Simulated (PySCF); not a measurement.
**From computed data to an observable: entropy of an ideal gas**

SnHBr, SMILES [Br][SnH] (connectivity only; charge and spin as stated), neutral, multiplicity 1.

Geometry: PBE0-D3(BJ)/def2-TZVP. The def2 effective core potentials stand for the cores of Sn; spin–orbit coupling is left out.

PBE0-D3(BJ)/def2-TZVP in PySCF gives the harmonic wavenumbers 242, 576, 1722 cm⁻¹ and the rotational temperatures 7.7131, 0.0795, 0.0787 K. The molar mass is 199.62 g/mol, the symmetry number 1, the spin multiplicity 1.

**Question.** Work out the entropy at 298.15 K and 1 atm in the rigid-rotor, harmonic-oscillator model.

**Answer.** 
Translation (Sackur–Tetrode at 1 atm): S = R[1.5 ln M + 2.5 ln T − 1.16487] = 174.8 J/(mol K).
Rotation: q = (√π/σ) T^1.5/√(θA θB θC) = 41500, S = R[ln q + 3/2] = 100.9 J/(mol K).
Vibration: with u = 1.4388 ν/T, each mode gives R[u/(e^u − 1) − ln(1 − e^−u)]:
```tsv
ν (cm⁻¹)	modes	u	S (J/(mol K))
242	1	1.17	7.48
576	1	2.78	2.06
1722	1	8.31	0.02
```
These are all the modes. Sum 9.6 J/(mol K).
Spin: R ln 1 = 0.0 J/(mol K).
Total 285.3 J/(mol K); the program's own thermochemistry gives 285.3. Translation makes up 61 % and vibration 3 %. Anharmonicity, hindered rotation and orbital degeneracy are left out.
